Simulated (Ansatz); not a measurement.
The inner images of a band of C2H5AlClF (10 atoms, charge 0, multiplicity 1) are given out of order.

Method: Ansatz, RKS PBE0/6-31G*.

Initial state:

```xyz
10
Properties=species:S:1:pos:R:3
F -1.808 1.850 0.233
Al -0.791 0.976 1.208
C 0.397 -0.345 0.368
C 0.283 -0.445 -1.134
Cl 1.409 -1.681 -1.833
H -0.845 1.268 2.767
H 0.193 -1.322 0.829
H 1.429 -0.100 0.655
H -0.717 -0.745 -1.456
H 0.534 0.494 -1.633
```

Final state:

```xyz
10
Properties=species:S:1:pos:R:3
F -1.917 1.800 0.332
Al -0.488 1.128 0.856
C -0.164 -0.778 0.379
C 0.539 -0.640 -0.946
Cl 1.038 1.167 -1.156
H 0.284 1.888 2.017
H -1.080 -1.368 0.270
H 0.481 -1.264 1.119
H 1.487 -1.167 -1.056
H -0.096 -0.817 -1.813
```

Question: Put them in order from the first end to the last, with their energies above the first end.
A.
```xyz
10
Properties=species:S:1:pos:R:3
F -0.988 2.306 0.066
Al -0.300 1.235 1.131
C 0.046 -0.560 0.421
C 0.127 -0.639 -1.104
Cl 1.823 -0.479 -1.679
H -0.121 1.718 2.632
H -0.786 -1.198 0.760
H 0.942 -1.005 0.869
H -0.235 -1.593 -1.493
H -0.427 0.163 -1.599
```
B.
```xyz
10
Properties=species:S:1:pos:R:3
F -1.122 2.249 0.060
Al -0.464 1.186 1.152
C 0.132 -0.534 0.425
C 0.148 -0.591 -1.109
Cl 1.805 -0.829 -1.772
H -0.382 1.652 2.668
H -0.497 -1.343 0.823
H 1.133 -0.744 0.823
H -0.451 -1.422 -1.490
H -0.220 0.324 -1.579
```
C.
```xyz
10
Properties=species:S:1:pos:R:3
F -0.813 2.405 0.239
Al 0.111 1.196 0.914
C -0.383 -0.664 0.431
C 0.068 -0.723 -1.009
Cl 1.527 0.415 -1.157
H 1.060 1.609 2.118
H -1.444 -0.923 0.510
H 0.191 -1.373 1.040
H 0.431 -1.685 -1.379
H -0.663 -0.309 -1.705
```
D.
```xyz
10
Properties=species:S:1:pos:R:3
F -0.873 2.352 0.081
Al -0.161 1.245 1.090
C -0.085 -0.600 0.419
C 0.108 -0.677 -1.086
Cl 1.768 -0.138 -1.537
H 0.236 1.748 2.543
H -1.036 -1.095 0.674
H 0.699 -1.176 0.926
H 0.002 -1.691 -1.482
H -0.576 -0.019 -1.626
```
E.
```xyz
10
Properties=species:S:1:pos:R:3
F -1.536 2.042 0.136
Al -0.718 1.047 1.181
C 0.299 -0.437 0.397
C 0.227 -0.506 -1.114
Cl 1.598 -1.438 -1.837
H -0.730 1.432 2.720
H 0.022 -1.401 0.844
H 1.339 -0.261 0.714
H -0.684 -1.005 -1.451
H 0.264 0.477 -1.589
```
F.
```xyz
10
Properties=species:S:1:pos:R:3
F -1.312 2.162 0.083
Al -0.608 1.119 1.164
C 0.204 -0.503 0.417
C 0.183 -0.549 -1.108
Cl 1.733 -1.142 -1.816
H -0.554 1.567 2.686
H -0.225 -1.418 0.841
H 1.243 -0.485 0.779
H -0.593 -1.226 -1.473
H 0.011 0.425 -1.571
```
G.
```xyz
10
Properties=species:S:1:pos:R:3
F -0.809 2.371 0.104
Al -0.024 1.222 1.010
C -0.242 -0.649 0.430
C 0.081 -0.696 -1.049
Cl 1.658 0.168 -1.322
H 0.658 1.719 2.356
H -1.253 -1.039 0.602
H 0.454 -1.293 0.983
H 0.213 -1.700 -1.461
H -0.652 -0.155 -1.652
```

Answer: E (+3.7 kJ/mol), F (+12.5 kJ/mol), B (+17.5 kJ/mol), A (+10.9 kJ/mol), D (+0.6 kJ/mol), G (-7.9 kJ/mol), C (-17.8 kJ/mol).

The run took 110 s on 2 threads of Intel(R) Xeon(R) Platinum 8488C (Sapphire Rapids) (shared host), peak memory 0.22 GiB.
